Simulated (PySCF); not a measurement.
Cl5Nb (SMILES [Cl][Nb]([Cl])([Cl])([Cl])[Cl]), singlet, geometry from GFN2-xTB (such geometries of metal compounds can be far from the true shape) (core potentials on Nb); DF-R2SCAN/def2-SVP run with PySCF.

Input for PySCF:
```python
from pyscf import gto, scf, dft

mol = gto.Mole()
mol.atom = '''
    Nb    0.00000000    0.00000000    0.00000000
    Cl    1.85789039   -0.39583951   -1.21898392
    Cl    0.99260993   -0.98374584    1.83231779
    Cl   -0.99260993    0.98374584   -1.83231779
    Cl   -1.65217834   -1.53614236    0.07029074
    Cl   -0.20571205    1.93198187    1.14869318
'''
mol.basis = 'def2-svp'
mol.ecp = {'Nb': 'def2-svp'}
mol.verbose = 4
mol.build()

mf = dft.RKS(mol)
mf.xc = 'r2scan'
mf.grids.atom_grid = (30, 110)
mf = mf.density_fit(auxbasis='def2-universal-jkfit')
mf.kernel()
mf.analyze()
```

Output, abridged:

```
PySCF version 2.14.0

[INPUT] verbose = 4
[INPUT] num. atoms = 6
[INPUT] num. electrons = 98
[INPUT] charge = 0
[INPUT] spin (= nelec alpha-beta = 2S) = 0
[INPUT] symmetry False subgroup None
[INPUT] Mole.unit = angstrom
[INPUT] Symbol           X                Y                Z      unit          X                Y                Z       unit  Magmom
[INPUT]  1 Nb     0.000000000000   0.000000000000   0.000000000000 AA    0.000000000000   0.000000000000   0.000000000000 Bohr   0.0
[INPUT]  2 Cl     1.857890390000  -0.395839510000  -1.218983920000 AA    3.510904006561  -0.748028263182  -2.303545759049 Bohr   0.0
[INPUT]  3 Cl     0.992609930000  -0.983745840000   1.832317790000 AA    1.875760916224  -1.859010213780   3.462578796268 Bohr   0.0
[INPUT]  4 Cl    -0.992609930000   0.983745840000  -1.832317790000 AA   -1.875760916224   1.859010213780  -3.462578796268 Bohr   0.0
[INPUT]  5 Cl    -1.652178340000  -1.536142360000   0.070290740000 AA   -3.122164571539  -2.902888348743   0.132830247693 Bohr   0.0
[INPUT]  6 Cl    -0.205712050000   1.931981870000   1.148693180000 AA   -0.388739435023   3.650916611925   2.170715511356 Bohr   0.0

nuclear repulsion = 691.949552373871
number of shells = 51
number of NR pGTOs = 237
number of NR cGTOs = 121
basis = def2-svp
ecp = {'Nb': 'def2-svp'}

******** <class 'pyscf.df.df_jk.DFRKS'> ********
method = DFRKS
initial guess = minao
damping factor = 0
level_shift factor = 0
DIIS = <class 'pyscf.scf.diis.CDIIS'>
diis_start_cycle = 1
diis_space = 8
diis_damp = 0
SCF conv_tol = 1e-09
SCF conv_tol_grad = None
SCF max_cycles = 50
direct_scf = False
XC library pyscf.dft.libxc version 7.1.2
    S. Lehtola, C. Steigemann, M. J. T. Oliveira, and M. A. L. Marques,  SoftwareX 7, 1–5 (2018)
XC functionals = r2scan
    J. W. Furness, A. D. Kaplan, J. Ning, J. P. Perdew, and J. Sun,  J. Phys. Chem. Lett. 11, 8208–8215 (2020)
    J. W. Furness, A. D. Kaplan, J. Ning, J. P. Perdew, and J. Sun,  J. Phys. Chem. Lett. 11, 9248–9248 (2020)
    J. W. Furness, A. D. Kaplan, J. Ning, J. P. Perdew, and J. Sun,  J. Phys. Chem. Lett. 11, 8208–8215 (2020)
    J. W. Furness, A. D. Kaplan, J. Ning, J. P. Perdew, and J. Sun,  J. Phys. Chem. Lett. 11, 9248–9248 (2020)
radial grids:
    Treutler-Ahlrichs [JCP 102, 346 (1995); DOI:10.1063/1.469408] (M4) radial grids

becke partition: Becke, JCP 88, 2547 (1988); DOI:10.1063/1.454033
pruning grids: <function nwchem_prune>
grids dens level: 3
symmetrized grids: False
atomic radii adjust function: <function treutler_atomic_radii_adjust>
User specified grid scheme (30, 110)
small_rho_cutoff = 0
Set gradient conv threshold to 3.16228e-05
Initial guess from minao.
tot grids = 14544
init E= -2350.87147649475
  HOMO = -0.524811523798581  LUMO = -0.516215189136549  gap/eV = 0.23392
cycle= 1 E= -2352.0524851417  delta_E= -1.18  |g|= 4.33  |ddm|= 5.52

WARN: HOMO 0.149785662080864 == LUMO 0.149828269700943

cycle= 2 E= -2326.63153307114  delta_E= 25.4  |g|= 6.61  |ddm|= 19.2
  HOMO = -0.407628708988072  LUMO = -0.348376083250831  gap/eV = 1.61235
cycle= 3 E= -2355.69979747332  delta_E= -29.1  |g|= 2.64  |ddm|= 18.8
  HOMO = -0.221250710677215  LUMO = -0.20442351007132  gap/eV = 0.45789
cycle= 4 E= -2349.67689375041  delta_E= 6.02  |g|= 4.46  |ddm|= 5.42
  HOMO = -0.320455614000165  LUMO = -0.185649172562777  gap/eV = 3.66827
cycle= 5 E= -2357.36148846168  delta_E= -7.68  |g|= 0.496  |ddm|= 4.63
  HOMO = -0.28451718982243  LUMO = -0.199970137849455  gap/eV = 2.30064
cycle= 6 E= -2357.35350095779  delta_E= 0.00799  |g|= 0.57  |ddm|= 1.12
  HOMO = -0.298734798672456  LUMO = -0.194743217679153  gap/eV = 2.82976
cycle= 7 E= -2357.42385044163  delta_E= -0.0703  |g|= 0.242  |ddm|= 0.575
  HOMO = -0.303041791062816  LUMO = -0.189187313933588  gap/eV = 3.09814
cycle= 8 E= -2357.43854999969  delta_E= -0.0147  |g|=  0.1  |ddm|= 0.295
  HOMO = -0.302038568055693  LUMO = -0.184144831204108  gap/eV = 3.20805
cycle= 9 E= -2357.44086814865  delta_E= -0.00232  |g|= 0.0483  |ddm|= 0.0857
  HOMO = -0.302307055120497  LUMO = -0.181963490976353  gap/eV = 3.27472
cycle= 10 E= -2357.44146598827  delta_E= -0.000598  |g|= 0.0104  |ddm|= 0.0385
  HOMO = -0.302203549131336  LUMO = -0.18129644320428  gap/eV = 3.29005
cycle= 11 E= -2357.44148514998  delta_E= -1.92e-05  |g|= 0.00645  |ddm|= 0.02
  HOMO = -0.30239628857607  LUMO = -0.181408664880642  gap/eV = 3.29224
cycle= 12 E= -2357.4414995611  delta_E= -1.44e-05  |g|= 0.000772  |ddm|= 0.00942
  HOMO = -0.302416765347347  LUMO = -0.181413072013132  gap/eV = 3.29268
cycle= 13 E= -2357.44149971236  delta_E= -1.51e-07  |g|= 0.000186  |ddm|= 0.000908
  HOMO = -0.302412125418239  LUMO = -0.181408342696478  gap/eV = 3.29268
cycle= 14 E= -2357.44149972067  delta_E= -8.31e-09  |g|= 0.000114  |ddm|= 0.000395
  HOMO = -0.302411672009251  LUMO = -0.181407323488985  gap/eV = 3.29270
cycle= 15 E= -2357.44149972548  delta_E= -4.81e-09  |g|= 1.48e-05  |ddm|= 0.00018
  HOMO = -0.302411733586948  LUMO = -0.181406936281297  gap/eV = 3.29271
cycle= 16 E= -2357.44149972553  delta_E= -5.05e-11  |g|= 3.77e-06  |ddm|= 2.06e-05
  HOMO = -0.302412087276975  LUMO = -0.181407048081599  gap/eV = 3.29271
Extra cycle  E= -2357.44149972553  delta_E= -3.18e-12  |g|= 5.93e-06  |ddm|= 1.27e-05
converged SCF energy = -2357.44149972553
**** SCF Summaries ****
Total Energy =                       -2357.441499725531230
Nuclear Repulsion Energy =             691.949552373870915
One-electron Energy =                -4651.724412686840878
Two-electron Energy =                 1602.333360587438392
Two-electron Coulomb Energy =         1750.313354421516351
DFT Exchange-Correlation Energy =     -147.979993834077902
HOMO-LUMO gap [eV] =                     3.292714831910610
**** MO energy ****
MO #1   energy= -101.210481859588  occ= 2
MO #2   energy= -101.21018094284   occ= 2
MO #3   energy= -101.20980021363   occ= 2
MO #4   energy= -101.188480316893  occ= 2
MO #5   energy= -101.188383120284  occ= 2
MO #6   energy= -9.41274361081993  occ= 2
MO #7   energy= -9.4124857095938   occ= 2
MO #8   energy= -9.41227119911284  occ= 2
MO #9   energy= -9.39052251863747  occ= 2
MO #10  energy= -9.39047378525903  occ= 2
MO #11  energy= -7.15914492217758  occ= 2
MO #12  energy= -7.15890250520217  occ= 2
MO #13  energy= -7.15878207914838  occ= 2
MO #14  energy= -7.15589146453579  occ= 2
MO #15  energy= -7.15567839580096  occ= 2
MO #16  energy= -7.15539051103241  occ= 2
MO #17  energy= -7.15474501491498  occ= 2
MO #18  energy= -7.15441793785998  occ= 2
MO #19  energy= -7.15409847420118  occ= 2
MO #20  energy= -7.13608888834866  occ= 2
MO #21  energy= -7.1360446046013   occ= 2
MO #22  energy= -7.13352675694738  occ= 2
MO #23  energy= -7.13347986919285  occ= 2
MO #24  energy= -7.13347391827238  occ= 2
MO #25  energy= -7.13342943310353  occ= 2
MO #26  energy= -2.44098999680504  occ= 2
MO #27  energy= -1.50995692227546  occ= 2
MO #28  energy= -1.50992122620903  occ= 2
MO #29  energy= -1.50698047508868  occ= 2
MO #30  energy= -0.818948784793962 occ= 2
MO #31  energy= -0.804755661997459 occ= 2
MO #32  energy= -0.804630080646404 occ= 2
MO #33  energy= -0.793137374598212 occ= 2
MO #34  energy= -0.779840186496685 occ= 2
MO #35  energy= -0.418849383704341 occ= 2
MO #36  energy= -0.40932057440697  occ= 2
MO #37  energy= -0.408897169291561 occ= 2
MO #38  energy= -0.408625982678702 occ= 2
MO #39  energy= -0.396179349761884 occ= 2
MO #40  energy= -0.396132645786054 occ= 2
MO #41  energy= -0.36365636714856  occ= 2
MO #42  energy= -0.362241168079914 occ= 2
MO #43  energy= -0.362107378435414 occ= 2
MO #44  energy= -0.339183603442064 occ= 2
MO #45  energy= -0.31900846717517  occ= 2
MO #46  energy= -0.318894434177172 occ= 2
MO #47  energy= -0.318814877369753 occ= 2
MO #48  energy= -0.302452721755719 occ= 2
MO #49  energy= -0.302412087276975 occ= 2
MO #50  energy= -0.181407048081599 occ= 0
MO #51  energy= -0.181344673261525 occ= 0
MO #52  energy= -0.147882472629961 occ= 0
MO #53  energy= -0.147778394726037 occ= 0
MO #54  energy= -0.0635077813911209 occ= 0
MO #55  energy= 0.0141135055181496 occ= 0
MO #56  energy= 0.0665460608518019 occ= 0
MO #57  energy= 0.0665583524084737 occ= 0
Dipole moment(X, Y, Z, Debye): -0.00684, -0.00127,  0.00183
```
